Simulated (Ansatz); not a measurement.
Reaction (ligand exchange at the Si–O bond): `[OH][Sc]([OH])[O][SiH3]` + `B[Si](O)(F)Cl` → `B[Si](F)(Cl)O[SiH3]` + `[OH][Sc]([OH])[OH]`

Computed with Ansatz on PBE0-D4/def2-TZVP structures; ΔE is electronic, products minus reactants. CCSD(T)/CBS is the MP2 limit (def2-TZVPP, def2-QZVPP) plus CCSD(T) − MP2 in def2-TZVPP, frozen cores. For Sc outer-core shells are correlated without core-valence functions, which leaves a few kJ/mol of doubt a bond. Scalar relativity is left out up to krypton. One conformer a species, not always the lowest.

| species | HF/def2-TZVPP energy (Eh) |
| --- | --- |
| `[OH][Sc]([OH])[O][SiH3]` | -1276.57259 |
| `B[Si](O)(F)Cl` | -949.43355 |
| `B[Si](F)(Cl)O[SiH3]` | -1239.58891 |
| `[OH][Sc]([OH])[OH]` | -986.41211 |

Work out ΔE.

ΔE = (-1239.58891) + (-986.41211) − (-1276.57259) − (-949.43355) = 0.00512 Eh = +13.4 kJ/mol. CCSD(T)/CBS gives +12.8 kJ/mol.

Largest T1 diagnostic among the species: 0.016.

The D4 term adds −4.0 kJ/mol with B3LYP and −2.4 kJ/mol with PBE0; it sums over pairs of atoms, weighted by their polarisabilities, and B3LYP, whose exchange is more repulsive, gets the larger term.

B3LYP here is the variant with VWN-RPA as its local correlation; programs differ in this.
